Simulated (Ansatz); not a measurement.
Geometry optimisation, Ansatz, UHF/def2-SVP.

input.yaml

```yaml
crystal:
  periodic: [false, false, false]
  atoms:
    - { symbol: O, position_ang: [0.114, 1.0109, -1.0512] }
    - { symbol: C, position_ang: [0.1976, 0.1173, -0.0299] }
    - { symbol: S, position_ang: [1.9108, -0.3859, 0.0648] }
    - { symbol: S, position_ang: [-0.7594, -1.3337, -0.3703] }
    - { symbol: Se, position_ang: [-0.3171, 0.9147, 1.6568] }
    - { symbol: H, position_ang: [-0.8923, 1.3283, -1.096] }
    - { symbol: H, position_ang: [2.0108, -0.8319, -1.2525] }
    - { symbol: H, position_ang: [-0.4067, -1.9866, 0.809] }
    - { symbol: H, position_ang: [-1.7691, 1.1206, 1.2523] }
magnetization:
  spin_polarized: true
basis:
  gaussian: { orbitals: def2-SVP }
hamiltonian:
  xc: hf
relax:
  f_tol: 0.02
  max_steps: 50
```

Run as:

```bash
$ ansatz run input.yaml --threads 2 --pin off --max-ram 3072MiB --backend cpu --events-out ev --progress --plain --runs-dir out
```

Question: Where does it end, and by what steps?

Answer: The run converged. After 13 steps the energy has fallen by 0.713 eV; H9 moved furthest, 0.54 Å.

```json
{"step": "0", "energy less start (eV)": "0.0000", "largest force component (eV/Å)": "5.075", "accepted": "yes"}
{"step": "1", "energy less start (eV)": "-0.5874", "largest force component (eV/Å)": "1.343", "accepted": "yes"}
{"step": "2", "energy less start (eV)": "-0.6634", "largest force component (eV/Å)": "0.721", "accepted": "yes"}
{"step": "3", "energy less start (eV)": "-0.6859", "largest force component (eV/Å)": "0.217", "accepted": "yes"}
{"step": "4", "energy less start (eV)": "-0.6906", "largest force component (eV/Å)": "0.325", "accepted": "yes"}
{"step": "5", "energy less start (eV)": "-0.6976", "largest force component (eV/Å)": "0.269", "accepted": "yes"}
{"step": "6", "energy less start (eV)": "-0.7000", "largest force component (eV/Å)": "0.400", "accepted": "yes"}
{"step": "7", "energy less start (eV)": "-0.6737", "largest force component (eV/Å)": "0.959", "accepted": "no"}
{"step": "8", "energy less start (eV)": "-0.7074", "largest force component (eV/Å)": "0.220", "accepted": "yes"}
{"step": "9", "energy less start (eV)": "-0.7102", "largest force component (eV/Å)": "0.259", "accepted": "yes"}
{"step": "10", "energy less start (eV)": "-0.7114", "largest force component (eV/Å)": "0.187", "accepted": "yes"}
{"step": "11", "energy less start (eV)": "-0.7125", "largest force component (eV/Å)": "0.032", "accepted": "yes"}
{"step": "12", "energy less start (eV)": "-0.7127", "largest force component (eV/Å)": "0.035", "accepted": "yes"}
{"step": "13", "energy less start (eV)": "-0.7128", "largest force component (eV/Å)": "0.004", "accepted": "yes"}
```

```xyz
9
Properties=species:S:1:pos:R:3
O 0.086 0.912 -1.220
C 0.192 0.131 -0.095
S 1.942 -0.327 0.115
S -0.907 -1.316 -0.362
Se -0.264 1.143 1.556
H -0.758 1.340 -1.246
H 2.117 -0.706 -1.153
H -0.666 -1.939 0.792
H -1.653 0.716 1.597
```

The run took 43 s on 2 threads of INTEL(R) XEON(R) PLATINUM 8581C CPU @ 2.10GHz (Emerald Rapids), with other jobs on the host, peak memory 0.45 GiB.
